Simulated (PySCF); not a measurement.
Selenophene (`c1cc[se]c1`). Computed with PBE0-D3(BJ)/def2-SVP geometry optimisation, gas phase in PySCF.

```
atom  x, y, z in Å
C1     0.6382   -0.7448   -0.1582
C2    -0.7815   -0.5823   -0.1787
C3    -1.2123    0.6824    0.1070
Se4    0.2070    1.8266    0.4426
C5     1.3382    0.3889    0.1431
H6     1.1291   -1.6979   -0.3665
H7    -1.4698   -1.3997   -0.4039
H8    -2.2413    1.0378    0.1490
H9     2.4195    0.5010    0.2152
```

**Question.** Which two atoms are farthest apart?

**Answer.** H8···H9, 4.69 Å; the next longest distance is 4.37 Å.

**Question.** Where is the centre of mass (commonest isotopes), and what is the radius of gyration?

**Answer.** Mass 131.948 u; centre at (0.123, 1.071, 0.257) Å; Rg = √(Σ m r²/M) = 1.277 Å. As Ia + Ib + Ic = 2 Σ m r², the three principal moments sum to 430.4 u·Å².

**Question.** Work out the bond lengths C1–C2, C1–H6, C2–H7, C3–H8, C5–H9 in pm.

**Answer.** For C1–C2 the difference vector is (-1.4197, 0.1625, -0.0205) Å, of length 1.4291 Å. C1–C2 142.9; C1–H6 109.2; C2–H7 109.2; C3–H8 108.9; C5–H9 108.9 pm.

**Question.** What is the repulsion energy of the bare nuclei, Σ ZA·ZB/RAB?

**Answer.** 312.30 Eh over 36 pairs, with full nuclear charges and distances in bohr; the largest single term is 58.24 Eh (C3 with Se4, or a pair equal to it).

**Question.** How far apart are these pairs, which share no bond: C2···H8, C2···H9, C3···C5, C3···H7, C5···H6?

**Answer.** C2···H8 2.205 Å (2 bonds apart); C2···H9 3.402 Å (3 bonds apart); C3···C5 2.568 Å (2 bonds apart); C3···H7 2.159 Å (2 bonds apart); C5···H6 2.158 Å (2 bonds apart).

**Question.** What are the angles C2–C1–H6, C2–C1–C5, C1–C2–H7, C3–C2–H7, C1–C2–C3, C2–C3–H8, C1–C5–H9?

**Answer.** From the scalar product of the two bond vectors; for C2–C1–H6 it is -0.8475 Å² over 1.4291 × 1.0921 Å², cos θ = -0.5430. C2–C1–H6 122.9°; C2–C1–C5 114.7°; C1–C2–H7 123.0°; C3–C2–H7 122.5°; C1–C2–C3 114.6°; C2–C3–H8 127.4°; C1–C5–H9 127.5°.

**Question.** How far are the heavy atoms from their best plane (unweighted least squares)?

**Answer.** 0.000 Å rms; none is more than 0.001 Å off.

**Question.** Write the matrix of distances between heavy atoms (Å, lower triangle).

**Answer.** 
```
C1    0.000
C2    1.429  0.000
C3    2.352  1.366  0.000
Se4   2.676  2.677  1.854  0.000
C5    1.366  2.354  2.568  1.854  0.000
```

The point group is C2v within 0.08 Å; differences among equivalent distances and angles are scatter left by the optimiser. Not checked by PBE0-D3(BJ)/def2-SVP frequencies.
